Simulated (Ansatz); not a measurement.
The lowest singlet and triplet of SiH2 (SMILES [SiH2]); geometries from B3LYP-D3(BJ)/def2-TZVP, each state relaxed from the structure named, with no frequency check.
Singlet at the triplet's geometry (charge 0, multiplicity 1):
| atom | x (Å) | y (Å) | z (Å) |
|---|---|---|---|
| Si | -0.0003 | 0.0950 | 0.0000 |
| H | -1.2738 | -0.6683 | 0.0000 |
| H | 1.2775 | -0.6611 | 0.0000 |

A positive gap puts the triplet lower; no zero-point energy. R- takes a restricted singlet. U- takes an unrestricted singlet (broken symmetry where lower, unprojected). The triplet is unrestricted in single-reference levels. Active spaces average the two states.

Frozen-core correlation.

Codes used: Ansatz (Gaussian orbitals). Each number belongs to the level named beside it.

```tsv
level	gap E(singlet) − E(triplet), vertical, at the triplet's geometry (kJ/mol)
U-HF/cc-pV(D+d)Z (spin-contaminated)	-7.5
R-SVWN5/def2-TZVPP	-32.8
U-SVWN5/def2-TZVPP (spin-contaminated)	-34.2
U-SCS-MP2/cc-pV(D+d)Z (spin-contaminated)	-25.5
U-SCS-MP2/cc-pV(Q+d)Z (spin-contaminated)	-34.1
R-CCSD(T)/cc-pV(D+d)Z	-35.6
R-CCSD(T)/cc-pV(Q+d)Z	-43.6
SC-NEVPT2 on SA-CASSCF(6,6)/cc-pV(Q+d)Z	___
FIC-NEVPT4(SD) on SA-CASSCF(6,6)/cc-pV(T+d)Z	-43.6
```

**Question.** Some entries are withheld; supply them.

**Answer.** 
- SC-NEVPT2 on SA-CASSCF(6,6)/cc-pV(Q+d)Z, gap E(singlet) − E(triplet), vertical, at the triplet's geometry (kJ/mol): -46.3

Doubts at one or more of the structures used: a restricted determinant that unrestricted orbitals would lower (R-SVWN5/def2-TZVPP, R-CCSD(T)/cc-pV(D+d)Z, R-CCSD(T)/cc-pV(Q+d)Z).

Ansatz is a quantum-chemistry and plane-wave program.
